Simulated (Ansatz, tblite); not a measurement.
Cost and result up the ladder for the cluster Mg3Te3 (6 atoms). Charge 0, multiplicity 1. Geometry: PBE0-D4/def2-SVP.

```xyz
6

Mg   -1.779   -0.337   -0.757
Mg    0.177    0.839    1.765
Mg    1.596   -0.499   -1.006
Te   -2.436    0.747    1.541
Te   -0.265   -1.269   -2.688
Te    2.707    0.519    1.144
```

Ansatz on 4 threads of Arm Neoverse V2 on a shared host; xTB runs through tblite on one thread. Times are rough, summed over both states, and most runs start from the orbitals of an earlier one. PBE0-D4/def2-TZVP serves as the yardstick here, not as an exact answer. The other state is a quintet at its own geometry.

In the def2 sets Te takes a core potential; there is no spin–orbit coupling. The xTB rows come from tblite. LC-ωPBE has ω = 0.4 bohr⁻¹. Correlated methods freeze 15 core orbitals; core or outer-core shells of Mg, Te are correlated, in sets that lack core-valence functions. The structure comes from a short search, and lower isomers may exist.

xTB has no spin-polarisation term.

```
                            level  functions  quintet − singlet (eV)  difference from PBE0-D4/def2-TZVP (eV)
             r2SCANh-D4/def2-TZVP        246                    3.61                                   -0.03
r2SCAN-D4/def2-TZVP (with forces)        246                    3.56                                   -0.08
                 PBE-D4/def2-TZVP        246                    3.41                                   -0.23
                         GFN1-xTB         39                    3.49                                   -0.15
                         GFN2-xTB         54                    3.85                                    0.21
                PBE0-D4/def2-TZVP        246                    3.64                                    0.00
                LC-ωPBE/def2-TZVP        246                    3.98                                    0.34
                    MP2/def2-TZVP        246                    4.31                                    0.67
```

Q: Estimate how long each takes.

A: GFN1-xTB 0.008 s; GFN2-xTB 0.028 s; PBE-D4/def2-TZVP 12 s; r2SCAN-D4/def2-TZVP (with forces) 28 s; MP2/def2-TZVP 29 s; LC-ωPBE/def2-TZVP 35 s; PBE0-D4/def2-TZVP 36 s; r2SCANh-D4/def2-TZVP 48 s. On shared hardware such times vary by a factor of up to 3.
